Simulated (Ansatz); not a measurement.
Relaxation of a periodic cell of 18 atoms, H₁₂CO₅ (contents 4 H2O + 1 CH3OH, density as packed 1.03 g/cm³ with natural masses), to a largest force component of 0.3 eV/Å in at most 15 steps.

Computed with DFT PBE-D3(BJ), scalar-relativistic, plane waves, PAW (Ansatz 0.2.0). Settings: accuracy low, cutoff 420 eV, k mesh 1x1x1, fermi-dirac smearing 0.02 eV, no spin polarisation.

```xyz
18
Lattice="5.5211 0.0000 0.0000 0.0000 5.5211 0.0000 0.0000 0.0000 5.5211" Properties=species:S:1:pos:R:3
O 3.658 5.427 4.671
H 4.429 5.261 5.233
H 4.024 5.459 3.774
O 0.080 0.278 1.812
H -0.329 1.106 2.103
H 0.395 0.473 0.917
O 3.105 3.397 2.681
H 3.116 4.239 2.203
H 3.230 2.732 1.987
O 1.748 3.381 5.190
H 1.166 4.152 5.113
H 1.355 2.862 5.907
C 1.954 0.874 2.801
O 1.538 -0.363 3.369
H 1.047 1.456 2.640
H 2.335 -0.895 3.520
H 2.615 1.437 3.471
H 2.459 0.740 1.837
```

Question: Where does it end, and by what steps?

Answer: The forces met the threshold. The threshold is loose, so the end isn't yet a minimum. Limits of this set-up: coarse k mesh, low accuracy level. After 14 steps the energy has fallen by 4.413 eV; H3 moved furthest, 1.51 Å.

```csv
step,energy less start (eV),largest force component (eV/Å),accepted
0,0.0000,3.709,yes
1,-1.1767,1.799,yes
2,-1.7695,1.882,yes
3,-2.3340,1.406,yes
4,-2.6445,1.323,yes
5,-2.9591,1.304,yes
6,-3.2876,1.105,yes
7,-3.6317,1.301,yes
8,-3.8857,1.371,yes
9,-4.0782,0.756,yes
10,-4.1955,0.492,yes
11,-4.2764,0.613,yes
12,-4.3546,0.314,yes
13,-4.3867,0.342,yes
14,-4.4131,0.293,yes
```

```xyz
18
Lattice="5.5211 0.0000 0.0000 0.0000 5.5211 0.0000 0.0000 0.0000 5.5211" Properties=species:S:1:pos:R:3
O 4.638 4.772 5.130
H 4.736 5.591 5.683
H 5.274 4.881 4.396
O -0.770 1.132 1.494
H -1.319 1.948 1.630
H 0.128 1.381 1.768
O 3.185 3.411 1.814
H 3.776 4.076 1.402
H 2.480 3.257 1.099
O 1.355 3.065 5.520
H 1.650 3.726 4.842
H 0.445 3.397 5.689
C 2.086 0.590 3.164
O 1.493 -0.697 3.412
H 1.481 1.332 3.699
H 2.084 -1.302 2.880
H 3.120 0.639 3.526
H 2.083 0.818 2.080
```

Whether the end is a true minimum wasn't checked by a vibrational analysis.

Run time: 29 s on 1 thread of Arm Neoverse N1, on a shared host, peak memory 0.31 GiB.
